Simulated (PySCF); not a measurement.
**[Tb(H2CO)]3+ at several levels of theory**

Computed with PySCF 2.14.0 (density fitting, no spin-orbit coupling) at the geometry relaxed with PBE0:

```xyz
5
[Tb(H2CO)]3+ (singlet in the valence; each metal's 4f electrons, 8 of them, lie in its core potential, out of spins and levels)
Tb    0.0000    0.0000   -0.1968
O     0.0000    0.0000    1.8818
C     0.0000    0.0000    3.1504
H     0.9721    0.0000    3.6937
H    -0.9721    0.0000    3.6937
```

```csv
level,basis,state,HOMO (eV),gap (eV),charge on Tb1 (e),population of f-type functions on Tb1 (polarisation alone where 4f lies in the core),dipole about the centre of mass (D),largest force component (eV/Å)
PBE0,"Tb lcecp-1-SVP with ECP54, O def2-SVP, C def2-SVP, H def2-SVP",singlet,-25.29,5.75,2.45,0.03,4.87,0.00
wB97X,the same,singlet,-27.56,10.56,2.47,0.03,4.49,0.30
PBE0,"Tb lcecp-1-TZVP with ECP54, O def2-TZVP, C def2-TZVP, H def2-TZVP",singlet,-25.25,5.78,2.52,0.03,4.93,0.39
```

In the lcecp rows the 4f levels are missing from HOMO and gap, and the state counts the valence alone.

Charges are Mulliken's, which hang on the basis. The relaxation used the grid (50, 194), these runs (75, 302) or, all-electron (x2c bases, spin-free X2C Hamiltonian), (99, 590).

What does B3LYP with Tb lcecp-1-SVP with ECP54, O def2-SVP, C def2-SVP, H def2-SVP give here?

state singlet, HOMO (eV) -25.09, gap (eV) 5.23, charge on Tb1 (e) 2.42, population of f-type functions on Tb1 (polarisation alone where 4f lies in the core) 0.03, dipole about the centre of mass (D) 4.97, largest force component (eV/Å) 0.34. Time: 3.6 s on 2 threads of Arm Neoverse N1 (shared host), from an already converged density.

In the first row's basis the gap widens with exact exchange: 5.2 to 5.7 eV for B3LYP, PBE0 (a fixed share); 10.6 eV for wB97X (rising or full at long range).

An lcecp potential fixes the number of 4f electrons, so in runs with it no electron can move into or out of that shell.
